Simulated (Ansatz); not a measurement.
Reaction (cleavage of the Ge–In bond): `[Cl][InH][GeH3]` + `N[SiH](O)F` → `O[SiH](F)[NH][GeH3]` + `[Cl][InH2]`

Calculated with Ansatz (gas phase, PBE0-D4/def2-TZVP geometries, no zero-point term in ΔE). CCSD(T)/CBS adds triple-zeta CCSD(T) − MP2 to the extrapolated MP2 energy (def2 sets, frozen cores). This one scheme is used for every species. DFT in def2-TZVPP. B3LYP here is the variant with VWN-RPA as its local correlation; programs differ in this. Elements past krypton have def2 core potentials. For Ge, In outer-core shells are correlated without core-valence functions, which leaves a few kJ/mol of doubt a bond. Scalar relativity is left out up to krypton. One conformer a species, not always the lowest.

```csv
level,ΔE (kcal/mol)
LDA (SPW92),14.0
r2SCAN-D4,12.6
B97M-V,9.2
B3LYP-D4,12.4
BLYP,14.5
r2SCAN0,12.8
MP2/CBS(def2),12.9
CCSD/CBS(def2),12.4
```

Question: What does CCSD(T)/CBS give? (An estimate is asked.)

Answer: Computed: +12.4 kcal/mol. The listed levels differ from it by 1.6, 0.2, -3.2, 0.0, 2.1, 0.4, 0.5, 0.0 kcal/mol.

Question: What do rigid-rotor, harmonic-oscillator terms from PBE0-D4/def2-TZVP frequencies (298.15 K, 1 bar) make of the CCSD(T)/CBS value? (An estimate is asked.)

Answer: The calculation gave: ΔZPE = -2.3 kcal/mol, ΔH = +9.9 kcal/mol, ΔS = -12 J/(mol·K), ΔG = +10.7 kcal/mol. Modes under 50 cm⁻¹ make the entropy rough.

Largest T1 diagnostic among the species: 0.014.

At CCSD(T), def2-SVP lies −3.1 kcal/mol from the extrapolated value and def2-TZVPP −2.0 kcal/mol. The D4 term adds −1.3 kcal/mol with B3LYP and −0.7 kcal/mol with PBE0; it sums over pairs of atoms, weighted by their polarisabilities, and B3LYP, whose exchange is more repulsive, gets the larger term. From BLYP to BHLYP (50 % exact exchange), in def2-TZVPP and without D4, ΔE moves by −2.4 kcal/mol.
